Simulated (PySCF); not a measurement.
# Vertical excitation energies

Compound: CH7O2PSi2.
Structure used (PBE0-D3(BJ)/def2-SVP), in Å, numbered top down from 1:
```xyz
13
CH7O2PSi2 angstrom
O      0.8455    1.6259    0.3285
C      1.9511    1.1509    0.3606
O      2.2428   -0.0821   -0.0120
Si     0.9469   -1.0706   -0.5988
P     -0.6471   -1.1963    0.9705
Si    -1.9934    0.4916    0.2582
H      2.8487    1.7000    0.7109
H      1.5985   -2.3945   -0.7784
H      0.5317   -0.5043   -1.9135
H     -1.3364   -2.2425    0.2800
H     -1.8841    1.6323    1.2053
H     -1.7132    0.9282   -1.1408
H     -3.3852   -0.0551    0.3197
```

The calculation used TDDFT PBE0/def2-SVPD, vertical, gas phase, core orbitals frozen in the response (PySCF 2.14.0, density-fitted response routines).

**Question.** List the vertical singlet excitations with oscillator strengths and describe the spectrum.

**Answer.** 

| state | E (eV) | ν̃ (cm⁻¹) | f | main configurations (H = HOMO, L = LUMO) |
| --- | --- | --- | --- | --- |
| S1 | 5.79 | 46720 | 0.0023 | H→L (45%), H-2→L (41%), H-1→L (9%) |
| S2 | 5.91 | 47650 | 0.017 | H→L (44%), H-2→L (32%), H→L+1 (12%) |
| S3 | 6.02 | 48560 | 0.015 | H→L+1 (73%), H→L (10%) |
| S4 | 6.42 | 51750 | 0.021 | H→L+3 (54%), H→L+2 (34%) |
| S5 | 6.46 | 52110 | 0.056 | H→L+2 (49%), H→L+3 (41%) |
| S6 | 6.74 | 54380 | 0.034 | H→L+4 (91%) |
| S7 | 6.93 | 55930 | 0.026 | H-1→L (75%), H-2→L (19%) |
| S8 | 7.16 | 57730 | 0.077 | H-1→L+1 (79%) |
| S9 | 7.21 | 58130 | 0.026 | H→L+5 (71%), H→L+6 (13%) |
| S10 | 7.43 | 59900 | 0.082 | H-1→L+2 (38%), H-2→L+1 (23%), H→L+6 (9%) |

Triplets, Tamm–Dancoff:

| state | E (eV) | λ (nm) | main configurations (H = HOMO, L = LUMO) |
| --- | --- | --- | --- |
| T1 | 5.27 | 235.4 | H→L+1 (51%), H-2→L (27%) |
| T2 | 5.28 | 234.9 | H-2→L (48%), H→L+1 (32%), H-1→L (9%) |
| T3 | 5.50 | 225.5 | H→L+2 (83%) |
| T4 | 5.79 | 214.3 | H→L (76%) |

The lowest singlet comes at 214 nm (559 kJ/mol) in the ultraviolet; it is very weak; its leading configuration is HOMO→LUMO (45%). The most intense listed level is S10 at 7.43 eV (167 nm, f = 0.082), 1.63 eV above S1. It is the last of those listed, so stronger ones may follow. Löwdin shares by element: HOMO phosphorus 62%, silicon 22%, hydrogen 6% or more; LUMO oxygen 42%, carbon 37%, hydrogen 6% or more. Of the 10 states listed, 9 reach f = 0.01 and none stays under 0.0005. The oscillator strengths of these states sum to 0.356; summed over the whole spectrum of an exact calculation they would give the number of electrons, 72 (Thomas–Reiche–Kuhn). Orbital energies (eV): HOMO-3 -9.37, HOMO-2 -8.83, HOMO-1 -8.61, HOMO -7.52, LUMO -0.62, LUMO+1 -0.26, LUMO+2 0.02. All these states lie below the vertical ionisation energy of 9.38 eV (ΔSCF). Singlets were solved by full linear response, triplets in the Tamm–Dancoff approximation.

One conformer stands for the species.
